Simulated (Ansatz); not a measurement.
The first iterations of a band of CH3ClOSi (7 atoms, charge 0, multiplicity 1).

These are results of RKS B3LYP-D4/cc-pVDZ in Ansatz 0.2.0, not measurements.

```yaml
movable_images: 5
climbing_image: yes
spring: 20.0 eV/Å²
optimiser: quadratic models (default)
start_path: through a guess of the saddle point
force_threshold: 0.05 eV/Å
iteration_limit: 60
end_points: relaxed
```

First end point:

```xyz
7
Properties=species:S:1:pos:R:3
O -0.706 1.414 -0.183
C 0.136 0.657 0.501
Si 0.162 -1.171 0.450
Cl -0.736 -1.472 -1.497
H -1.053 0.875 -0.929
H 0.581 1.226 1.332
H 1.616 -1.529 0.327
```

Last end point:

```xyz
7
Properties=species:S:1:pos:R:3
O -0.861 1.270 -0.502
C 0.043 0.565 0.208
Si 0.212 -1.205 0.217
Cl -0.436 -2.212 -1.509
H -1.068 2.102 -0.047
H 0.505 1.084 1.064
H 1.604 -1.604 0.570
```

| iteration | highest image above the first end (eV) | largest band force component (eV/Å) |
| --- | --- | --- |
| 1 | 2.136 | 17.337 |
| 2 | 0.425 | 1.040 |
| 3 | 0.409 | 0.625 |
| 4 | 0.393 | 0.397 |
| 5 | 0.394 | 0.459 |
| 6 | 0.390 | 0.264 |
| 7 | 0.387 | 0.177 |

Does the band converge within its limit, and where does its top end?

The run converged. It ended after 21 iterations with the highest image 0.386 eV above the first end. The profile has 2 maxima (images 1, 4) with wells between them (image 2): this band takes more than one step, which may be the mechanism or a detour left from its start path. Another band between the same ends (5 images) ends at a top of the same energy, where a vibrational analysis finds 1 clearly imaginary mode.

The run took 4.9 min on 1 CPU thread of a shared host.
